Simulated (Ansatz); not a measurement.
BrFSi, SMILES `F[Si]Br`. The species carries charge 0 and has multiplicity 1. Geometry: relaxed with PBE0-D4/def2-TZVP.

```xyz
3

F    -0.254    1.392   -0.063
Si   -0.532   -0.019    0.646
Br    0.786   -1.373   -0.584
```

Problem. What is the dipole moment at PBE/def2-TZVPP? (An estimate is asked.)

Solution. Computed: 0.98 D, with components (-0.61, -0.08, 0.76) D in this frame, pointing from negative to positive charge.

Problem. And with r2SCAN, B3LYP, ωB97M-V? (Estimate.)

Solution. Ansatz gave: r2SCAN 0.98 D, B3LYP 1.20 D, ωB97M-V 1.33 D.

Problem. Give the Mulliken charges with PBE, ωB97M-V, r2SCAN in def2-TZVPP. (Estimate.)

Solution. Ansatz gave: 
```json
{"atom": "F1", "PBE": "-0.22", "ωB97M-V": "-0.26", "r2SCAN": "-0.27"}
{"atom": "Si2", "PBE": "0.41", "ωB97M-V": "0.46", "r2SCAN": "0.49"}
{"atom": "Br3", "PBE": "-0.19", "ωB97M-V": "-0.21", "r2SCAN": "-0.21"}
```

B3LYP here is the variant with VWN-RPA as its local correlation; programs differ in this.
